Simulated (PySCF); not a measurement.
## C₆ coefficients of unlike pairs at PBE0

Calculated with PySCF 2.14 from the dipole response of each species, C₆(A,B) = (3/π) ∫ α_A(iu) α_B(iu) du, in atomic units, from isotropic polarisabilities. For ions this is the dispersion term alone; charge-induced terms of lower order in 1/R come first.

```csv
species,configuration,basis,relativity,α (bohr³),C₆ (like pair)
Pd⁺,[Kr] 4d9 (2D),aug-cc-pVTZ-PP with ECP28MDF (6s6p5d3f2g),core potential,11.25,68.50
As,[Ar] 3d10 4s2 4p3 (4S),dyall-av2z (16s12p8d),none,31.07,267.7
B⁺,[He] 2s2 (1S),aug-cc-pV5Z (7s6p5d4f3g2h),none,10.77,29.32
Mg²⁺,[Ne] (1S),"x2c-QZVPPall with one added diffuse shell each of s, p, d, f type (10s7p6d3f)",spin-free X2C,0.4959,0.5936
```

(1) Estimate C₆ for Mg²⁺ with Pd⁺.

No spin-orbit coupling is included.

The other pairs:

| pair | C₆ |
| --- | --- |
| Mg²⁺, As | 7.933 |
| B⁺, Pd⁺ | 41.01 |
| Mg²⁺, B⁺ | 2.548 |
| B⁺, As | 88.45 |
| As, Pd⁺ | 125.9 |

## Answers

(1) The integral gives 5.410. The combination rule 2 C_A C_B / (C_A α_B/α_A + C_B α_A/α_B) gives 4.933 and the geometric mean 6.377.
